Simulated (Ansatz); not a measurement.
Two isomers of C4H16BNSi2: A = `BN([SiH2][SiH3])C(C)(C)C`, B = `BN([SiH2]C)[Si](C)(C)C`.

Gas-phase electronic energies from Ansatz, PBE0-D4/def2-TZVP geometries. CCSD(T)/CBS adds triple-zeta CCSD(T) − MP2 to the extrapolated MP2 energy (def2 sets, frozen cores). Functionals use def2-TZVPP. B3LYP here is the variant with VWN-RPA as its local correlation; programs differ in this. One conformer a species, not always the lowest.

A:

```xyz
24

B    -0.479   -0.160   -2.001
N     0.037    0.149   -0.741
Si   -0.288    1.821   -0.261
Si   -2.535    2.110    0.332
C     0.741   -0.787    0.169
C     0.747   -2.202   -0.388
C     2.185   -0.321    0.341
C     0.026   -0.798    1.518
H    -1.041    0.723   -2.593
H    -0.390   -1.240   -2.500
H     0.557    2.197    0.906
H     0.078    2.733   -1.374
H    -3.428    1.717   -0.791
H    -2.803    3.532    0.683
H    -2.865    1.264    1.512
H     1.278   -2.261   -1.339
H     1.250   -2.858    0.325
H    -0.267   -2.577   -0.542
H     2.698   -0.315   -0.623
H     2.236    0.684    0.763
H     2.723   -0.994    1.013
H    -1.007   -1.134    1.402
H     0.532   -1.476    2.210
H     0.015    0.193    1.980
```

B:

```xyz
24

B     0.056   -1.910    1.135
N     0.317   -0.817    0.292
Si    1.131   -1.199   -1.218
C    -0.043   -1.955   -2.450
Si   -0.165    0.845    0.659
C    -1.262    0.889    2.165
C     1.374    1.862    0.958
C    -1.099    1.513   -0.819
H    -0.519   -1.773    2.177
H     0.416   -3.010    0.801
H     1.683    0.071   -1.770
H     2.265   -2.118   -0.946
H    -0.464   -2.883   -2.056
H     0.472   -2.184   -3.387
H    -0.867   -1.273   -2.671
H    -0.744    0.540    3.060
H    -1.584    1.920    2.342
H    -2.156    0.275    2.033
H     1.932    1.476    1.815
H     2.037    1.850    0.090
H     1.115    2.904    1.167
H    -1.997    0.922   -1.015
H    -1.411    2.545   -0.637
H    -0.486    1.511   -1.725
```

(1) Which isomer does CCSD(T)/CBS put lower? Give the gap. (Estimate.)

(2) Give E(B) − E(A) in kcal/mol with CCSD(T)/def2-TZVPP, LDA (SPW92), HF/def2-TZVPP, CCSD(T)/def2-SVP, B3LYP-D4, MP2/def2-TZVPP, B2PLYP. (An estimate is asked.)

Largest T1 diagnostic: 0.012.

## Answers

(1) Computed: B, by 60.0 kcal/mol.

(2) Computed: CCSD(T)/def2-TZVPP -58.3, LDA (SPW92) -51.7, HF/def2-TZVPP -63.6, CCSD(T)/def2-SVP -45.3, B3LYP-D4 -60.6, MP2/def2-TZVPP -61.4, B2PLYP -61.5. None reverses the order clearly.

The D4 term adds +0.8 kcal/mol with B3LYP and +0.4 kcal/mol with PBE0; it sums over pairs of atoms, weighted by their polarisabilities, and B3LYP, whose exchange is more repulsive, gets the larger term. At CCSD(T), def2-SVP lies +14.7 kcal/mol from the extrapolated value and def2-TZVPP +1.7 kcal/mol.
